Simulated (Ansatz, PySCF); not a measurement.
3-ethenylsiletane (C5H10Si), SMILES C=CC1C[SiH2]C1.

Geometry: PBE0-D3(BJ)/def2-SVP. The values are those of a single conformer.

Vertical ionisation energy (IE) and electron affinity (EA) in eV. Rows of orbital energies are one-electron estimates. Where ΔSCF, EOM or ADC give a negative EA the extra electron is unbound and the value depends on the basis.

```tsv
level	IE	EA
−ε(HOMO), −ε(LUMO), M06-2X/def2-TZVP (PySCF)	8.44	-0.67
−ε(HOMO), −ε(LUMO), PBE/def2-TZVP (PySCF)	6.21	1.07
ΔSCF, CAM-B3LYP/def2-SVPD (Ansatz), final states of multiplicity 2 and 2	9.38	-1.52
ΔSCF, PBE/def2-SVPD (Ansatz), final states of multiplicity 2 and 2	9.04	-1.05
```

Problem. What vertical singlet–triplet gap does ΔSCF give with CAM-B3LYP/def2-SVPD (Ansatz, a quantum-chemistry and plane-wave program) and with PBE/def2-SVPD (Ansatz)? (An estimate is asked for; the answer gives what the named calculation found.)

Solution. 4.33 and 4.32 eV (triplet above singlet where positive).
